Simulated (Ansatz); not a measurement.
`[O]=[Mo](=[O])([F])[Cl]` and `[O]=[Mo](=[O])([Cl])[Cl]` differ in one atom or group.

Ansatz, PBE0-D4/def2-TZVP geometries, multiplicity 1. 

Elements past krypton have def2 core potentials.

```tsv
property	`[O]=[Mo](=[O])([F])[Cl]`
size of the dipole moment (B3LYP/def2-TZVPP) / D	1.18
HOMO energy (B3LYP/def2-TZVPP) / eV	-9.73
LUMO energy (PBE0/def2-TZVPP) / eV	-3.51
HOMO energy (PBE0/def2-TZVPP) / eV	-10.00
LUMO energy (ωB97M-V/def2-TZVPP) / eV	-1.36
LUMO energy (B3LYP/def2-TZVPP) / eV	-3.74
```

(1) Give the same properties after the change, and the shifts. (Estimate.)

Answers

(1) Computed: 
| property | `[O]=[Mo](=[O])([Cl])[Cl]` | shift |
| --- | --- | --- |
| size of the dipole moment (B3LYP/def2-TZVPP) / D | 1.29 | 0.11 |
| HOMO energy (B3LYP/def2-TZVPP) / eV | -9.68 | 0.05 |
| LUMO energy (PBE0/def2-TZVPP) / eV | -3.77 | -0.26 |
| HOMO energy (PBE0/def2-TZVPP) / eV | -9.96 | 0.04 |
| LUMO energy (ωB97M-V/def2-TZVPP) / eV | -1.71 | -0.35 |
| LUMO energy (B3LYP/def2-TZVPP) / eV | -3.97 | -0.23 |

Dipoles are sizes alone; their direction can turn.

B3LYP here is the variant with VWN-RPA as its local correlation; programs differ in this.
